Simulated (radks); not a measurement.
Values are calculated unless marked as measured or tabulated.
Ionisation ladder of caesium, from Cs44+ to Cs54+. Each ion is in the ground configuration listed by NIST, and IE = E(next ion) - E(this ion), with E = 0 for the bare nucleus. Code: a radial shooting solver on a logarithmic mesh with Libxc functionals. Model: scalar-relativistic Kohn-Sham, PBE, spin-unpolarised, spherical densities, point nucleus.

species  configuration  IE, Delta-SCF (eV)  -e(HOMO) (eV)  HOMO  <r> HOMO (bohr)  IE, NIST (eV)    kind  error (eV)
Cs44+         [Ne] 3s1              3491.4         3449.7    3s            0.264           3485  theory        +6.4
Cs45+             [Ne]              8116.8         7998.2    2p           0.0960           7989  theory      +127.8
Cs46+     [He] 2s2 2p5              8360.8         8241.0    2p           0.0952           8224  theory      +136.8
Cs47+     [He] 2s2 2p4              8606.7         8485.8    2p           0.0944           8484  theory      +122.7
Cs48+     [He] 2s2 2p3              8854.3         8732.5    2p           0.0937           8726  theory      +128.3
Cs49+     [He] 2s2 2p2              9103.1         8980.7    2p           0.0929           9350  theory      -246.9
Cs50+     [He] 2s2 2p1              9352.4         9229.7    2p           0.0922           9629  theory      -276.6
Cs51+         [He] 2s2             10009.2         9905.8    2s            0.106           9974  theory       +35.2
Cs52+         [He] 2s1             10213.4        10113.8    2s            0.106        10208.8  theory        +4.6
Cs53+             [He]               42046          41603    1s           0.0260        41861.1  theory      +185.1
Cs54+              1s1               42874          42482    1s           0.0258        42913.1  theory       -39.3

Reference values: NIST Atomic Spectra Database (exp. = measured, semi-emp. = semi-empirical, theory = theoretical value adopted there). The ionisation energy per charge of the ion left behind rises most, in proportion, at Cs53+ ([He]), from 192.71 to 778.63 eV. Spin polarisation and multiplet splitting are left out, so open shells lie too high by an amount that depends on their filling. Spin-orbit splitting is averaged out at the scalar-relativistic level. Nuclear size, the Breit interaction and QED, all absent here, shift the 1s and 2s values of heavy ions.

Beside tabulated values, note that spin-unpolarised runs miss the spin-polarisation part of the exchange energy of open shells.
